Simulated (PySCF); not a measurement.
CH₄AlIO, SMILES C[O][AlH][I]. Geometry: PBE-D3(BJ)/def2-SVP. The structure was generated by enumeration; whether it is a known compound was not checked. The def2 effective core potentials stand for the cores of I; spin–orbit coupling is left out. One conformer was computed; it need not be the lowest.

Q: Give the equilibrium geometry at PBE-D3(BJ)/def2-SVP (PySCF confirms it by a frequency run) as Cartesian coordinates in Å, and its point group. (An estimate is asked for; the answer gives what the named calculation found.)

A: This is not unique; one that fits is point group Cs.
```xyz
8

Al     1.1112    -1.0039     0.0000
H      2.6894    -1.0719     0.0000
I     -0.1555     1.1415     0.0000
O      0.2517    -2.4766     0.0000
C     -1.0859    -2.9066     0.0000
H     -1.2889    -3.5326     0.8971
H     -1.2889    -3.5326    -0.8971
H     -1.8126    -2.0618     0.0000
```
Charge 0, spin multiplicity 1.
